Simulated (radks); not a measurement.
Values are calculated unless marked as measured or tabulated.
Species: Bi. Configuration: [Hg] 6p3 (the NIST ground configuration). Level of theory: Dirac Kohn-Sham, LDA (Slater exchange, Perdew-Wang correlation), spin-unpolarised, spherical densities, point nucleus; open shells fill j = l - 1/2 first (a radial shooting solver on a logarithmic mesh with Libxc functionals).

Spin-orbit splittings of the eigenvalues, e(l+1/2) - e(l-1/2), with zeta = 2 splitting/(2l+1) and mean radii in bohr:

shell  occ.  splitting (eV)  zeta (eV)  <r> j=l-1/2  <r> j=l+1/2
2p        6            2318       1545      0.05390      0.06294
3p        6           518.9      345.9       0.1616       0.1781
3d       10           110.1      44.02       0.1545       0.1595
4p        6           128.1      85.42       0.3779       0.4128
4d       10           23.91      9.564       0.4163       0.4274
4f       14           5.495      1.570       0.4381       0.4443
5p        6           24.90      16.60       0.8844       0.9750
5d       10           3.011      1.204        1.213        1.258
6p        3               ?          ?        2.772        3.238

Estimate the 6p splitting.

Answer. 1.894 eV (zeta = 1.263 eV).
